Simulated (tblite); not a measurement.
Record of a relaxation.

Species: C5H8F3PSe.
Atom-mapped SMILES: `[CH3:1][P@:2](=[Se:3])([CH:4]1[CH2:5][CH2:6]1)[C:7]([F:8])([F:9])[F:10]` (hydrogens: H11, H12, H13 on C1; H14 on C4; H15, H16 on C5; H17, H18 on C6)

Computed with GFN2-xTB (tblite), gas phase: L-BFGS steps from a force-field or distance-geometry start until the largest atomic force falls under 0.01 eV/Å. 8 of its 137 geometries are shown.

Step 0: E = -943.1584 eV, largest atomic force 2.161 eV/Å
```
atom  x, y, z in Å  |  force x, y, z in eV/Å
C1     -1.542   -1.373   -0.226   -1.636  -0.627   0.482
P2     -0.639    0.176   -0.347    0.103   0.133  -2.020
Se3    -0.912    0.995   -2.239    0.472  -0.011  -0.609
C4      0.992    0.144    0.398    0.415   0.470   0.725
C5      1.995   -0.926    0.117    1.236   0.572  -0.078
C6      2.154    0.452   -0.513    0.308  -0.375  -0.050
C7     -1.602    1.375    0.638   -0.754   0.121   1.395
F8     -0.869    2.495    0.958   -1.470  -1.332  -0.424
F9     -1.899    0.705    1.828   -0.045   1.223  -0.725
F10    -2.800    1.640    0.017    1.716   0.123   1.308
H11    -2.047   -1.462    0.762    0.413  -0.126  -0.455
H12    -0.967   -2.275   -0.438    0.228   0.273   0.108
H13    -2.358   -1.324   -0.995    0.616   0.061   0.483
H14     1.071    0.586    1.403   -0.270  -0.111  -0.344
H15     1.799   -1.722   -0.607    0.003   0.192   0.689
H16     2.712   -1.110    0.960   -0.891  -0.313  -1.000
H17     1.982    0.495   -1.610    0.041   0.197   0.965
H18     2.923    1.135   -0.116   -0.484  -0.470  -0.452
```

Step 19: E = -943.8725 eV, largest atomic force 0.178 eV/Å
```
atom  x, y, z in Å  |  force x, y, z in eV/Å
C1     -1.554   -1.376   -0.212    0.073   0.083  -0.023
P2     -0.661    0.203   -0.511    0.157  -0.083  -0.001
Se3    -0.642    0.874   -2.477   -0.116  -0.021   0.064
C4      0.947    0.196    0.367    0.009  -0.010  -0.016
C5      1.948   -0.890    0.078   -0.010  -0.007  -0.013
C6      2.157    0.469   -0.485    0.020   0.009   0.035
C7     -1.606    1.330    0.698    0.065  -0.031  -0.154
F8     -0.917    2.445    0.943   -0.007   0.009   0.033
F9     -1.822    0.729    1.882   -0.008   0.114  -0.064
F10    -2.791    1.678    0.200   -0.060  -0.031   0.084
H11    -1.912   -1.452    0.813    0.031  -0.044   0.006
H12    -0.884   -2.204   -0.441    0.010   0.014   0.006
H13    -2.390   -1.404   -0.911   -0.045  -0.002   0.018
H14     0.928    0.606    1.372   -0.049  -0.007  -0.034
H15     1.679   -1.687   -0.602   -0.035   0.009   0.014
H16     2.581   -1.199    0.897   -0.054  -0.095  -0.012
H17     1.991    0.598   -1.547    0.018   0.055   0.060
H18     2.939    1.090   -0.077    0.003   0.037  -0.005
```

Step 39: E = -943.9198 eV, largest atomic force 0.146 eV/Å
```
atom  x, y, z in Å  |  force x, y, z in eV/Å
C1     -1.489   -1.387   -0.179   -0.067  -0.024   0.052
P2     -0.657    0.209   -0.539   -0.056  -0.044  -0.034
Se3    -0.727    0.821   -2.519    0.068  -0.007   0.061
C4      0.925    0.202    0.370    0.004  -0.014   0.021
C5      1.884   -0.906    0.019   -0.071  -0.023   0.087
C6      2.183    0.486   -0.399   -0.039   0.053   0.013
C7     -1.602    1.363    0.635   -0.054   0.027   0.029
F8     -0.955    2.526    0.745   -0.058  -0.041   0.003
F9     -1.711    0.858    1.879    0.051   0.026  -0.081
F10    -2.841    1.610    0.213    0.035  -0.004  -0.016
H11    -1.686   -1.515    0.887    0.019   0.026  -0.072
H12    -0.839   -2.192   -0.530   -0.090   0.077  -0.013
H13    -2.425   -1.412   -0.746    0.120  -0.002   0.084
H14     0.863    0.535    1.402    0.006  -0.047  -0.033
H15     1.579   -1.608   -0.744    0.036  -0.024  -0.023
H16     2.446   -1.340    0.830    0.054  -0.077  -0.020
H17     2.078    0.731   -1.446   -0.004   0.040  -0.046
H18     2.964    1.025    0.111    0.047   0.059  -0.013
```

Step 58: E = -943.9534 eV, largest atomic force 0.140 eV/Å
```
atom  x, y, z in Å  |  force x, y, z in eV/Å
C1     -1.496   -1.360   -0.102    0.030   0.039  -0.026
P2     -0.623    0.193   -0.528   -0.138  -0.018  -0.019
Se3    -0.576    0.744   -2.526    0.015  -0.031   0.035
C4      0.926    0.111    0.422   -0.049   0.074  -0.033
C5      1.899   -0.920   -0.078   -0.014  -0.036  -0.010
C6      2.175    0.524   -0.292    0.088   0.013  -0.018
C7     -1.617    1.400    0.546    0.048  -0.069  -0.060
F8     -1.126    2.635    0.486    0.028   0.062  -0.005
F9     -1.624    1.042    1.841   -0.009  -0.020   0.026
F10    -2.888    1.434    0.142   -0.041   0.009   0.018
H11    -1.450   -1.542    0.968   -0.034  -0.027   0.092
H12    -0.998   -2.166   -0.637   -0.009  -0.046  -0.027
H13    -2.530   -1.300   -0.436   -0.071   0.018  -0.034
H14     0.841    0.276    1.486   -0.022   0.037   0.108
H15     1.605   -1.501   -0.939   -0.005  -0.067  -0.112
H16     2.461   -1.474    0.653    0.103  -0.026   0.047
H17     2.060    0.905   -1.296    0.010   0.044  -0.055
H18     2.952    1.005    0.276    0.071   0.043   0.072
```

Step 78: E = -943.9665 eV, largest atomic force 0.061 eV/Å
```
atom  x, y, z in Å  |  force x, y, z in eV/Å
C1     -1.558   -1.359   -0.068    0.015   0.007  -0.014
P2     -0.618    0.147   -0.520    0.006   0.024   0.009
Se3    -0.531    0.629   -2.532   -0.009  -0.004  -0.002
C4      0.940    0.080    0.426   -0.003   0.011  -0.004
C5      1.945   -0.898   -0.124    0.020   0.010  -0.009
C6      2.192    0.564   -0.248   -0.036   0.009  -0.014
C7     -1.605    1.394    0.517    0.019  -0.018  -0.016
F8     -1.141    2.636    0.405    0.018  -0.008  -0.002
F9     -1.589    1.080    1.824    0.006   0.007   0.000
F10    -2.885    1.390    0.134   -0.002   0.025   0.009
H11    -1.492   -1.567    0.998   -0.001   0.000   0.020
H12    -1.147   -2.190   -0.640    0.018  -0.017   0.009
H13    -2.599   -1.216   -0.362   -0.018   0.001  -0.013
H14     0.846    0.195    1.499   -0.018  -0.028   0.014
H15     1.671   -1.431   -1.025    0.011   0.004  -0.008
H16     2.528   -1.481    0.571    0.020  -0.005   0.031
H17     2.088    1.003   -1.232   -0.004   0.020   0.008
H18     2.947    1.031    0.367   -0.045  -0.037  -0.017
```

Step 97: E = -943.9826 eV, largest atomic force 0.059 eV/Å
```
atom  x, y, z in Å  |  force x, y, z in eV/Å
C1     -1.685   -1.377   -0.011   -0.003  -0.009   0.007
P2     -0.636    0.027   -0.539    0.007   0.003  -0.002
Se3    -0.541    0.412   -2.572    0.019   0.003   0.011
C4      0.914   -0.079    0.412    0.015   0.000  -0.006
C5      2.059   -0.825   -0.218   -0.017   0.026  -0.009
C6      2.103    0.660   -0.142   -0.045  -0.012   0.037
C7     -1.490    1.400    0.454   -0.010   0.020   0.011
F8     -0.927    2.591    0.263    0.026  -0.010  -0.023
F9     -1.442    1.152    1.775   -0.030  -0.002  -0.002
F10    -2.780    1.493    0.122    0.004  -0.003   0.006
H11    -1.653   -1.520    1.068   -0.001  -0.003   0.002
H12    -1.322   -2.268   -0.522    0.035  -0.035   0.012
H13    -2.709   -1.189   -0.337   -0.008   0.025  -0.005
H14     0.783   -0.140    1.488    0.010   0.014  -0.006
H15     1.896   -1.273   -1.189   -0.016   0.007  -0.004
H16     2.694   -1.403    0.436   -0.001  -0.009  -0.028
H17     1.956    1.212   -1.061    0.020  -0.009   0.033
H18     2.769    1.135    0.562   -0.006  -0.003  -0.034
```

Step 117: E = -943.9889 eV, largest atomic force 0.027 eV/Å
```
atom  x, y, z in Å  |  force x, y, z in eV/Å
C1     -1.733   -1.396    0.033   -0.003   0.000   0.004
P2     -0.638   -0.039   -0.528    0.007   0.018  -0.003
Se3    -0.516    0.299   -2.568   -0.001  -0.009   0.003
C4      0.910   -0.161    0.424   -0.011  -0.011   0.003
C5      2.086   -0.767   -0.290   -0.005  -0.024  -0.009
C6      2.045    0.701   -0.062    0.008   0.000  -0.005
C7     -1.432    1.404    0.409   -0.006  -0.006   0.010
F8     -0.791    2.547    0.168   -0.017  -0.009   0.019
F9     -1.407    1.208    1.740   -0.003   0.009  -0.014
F10    -2.712    1.562    0.066    0.003   0.004  -0.007
H11    -1.746   -1.482    1.118    0.006   0.003   0.007
H12    -1.369   -2.321   -0.415    0.013   0.004   0.014
H13    -2.740   -1.201   -0.341    0.007   0.009  -0.006
H14     0.794   -0.335    1.487   -0.014   0.010  -0.002
H15     1.924   -1.120   -1.300    0.014   0.001   0.002
H16     2.766   -1.372    0.291    0.008  -0.003  -0.019
H17     1.854    1.335   -0.918    0.008   0.008  -0.006
H18     2.698    1.143    0.675   -0.014  -0.005   0.011
```

Step 136: E = -943.9909 eV, largest atomic force 0.009 eV/Å
```
atom  x, y, z in Å  |  force x, y, z in eV/Å
C1     -1.714   -1.391    0.041    0.005   0.004   0.000
P2     -0.639   -0.022   -0.527    0.000  -0.004  -0.001
Se3    -0.527    0.310   -2.568    0.002   0.005  -0.001
C4      0.911   -0.151    0.419    0.001   0.004  -0.005
C5      2.074   -0.776   -0.301    0.001  -0.001  -0.003
C6      2.059    0.692   -0.068   -0.006  -0.001   0.004
C7     -1.452    1.410    0.414    0.004  -0.007   0.003
F8     -0.799    2.554    0.216    0.001   0.002   0.000
F9     -1.466    1.188    1.740    0.003  -0.001   0.004
F10    -2.720    1.581    0.036    0.001  -0.006  -0.006
H11    -1.763   -1.438    1.128   -0.005   0.001   0.006
H12    -1.304   -2.320   -0.357    0.002   0.001   0.001
H13    -2.711   -1.242   -0.376   -0.003   0.002   0.000
H14     0.792   -0.325    1.482    0.005   0.005   0.001
H15     1.903   -1.121   -1.313    0.001  -0.002  -0.005
H16     2.749   -1.395    0.269   -0.002  -0.005   0.004
H17     1.879    1.333   -0.920    0.000   0.002  -0.001
H18     2.720    1.117    0.671   -0.008  -0.001   0.002
```

**Question.** Summarise the path.

**Answer.** The energy falls by 19.20 kcal/mol from step 0 to step 136; nine tenths of that is first reached at step 33. It rises by more than 0.2 meV at step 100. The largest force goes from 2.161 to 0.009 eV/Å. Among the bonds P2–C7 changes most, from 1.826 to 1.897 Å; the atoms move by 0.648 Å rms after alignment.

Run on x86-64 server, one thread, shared host.
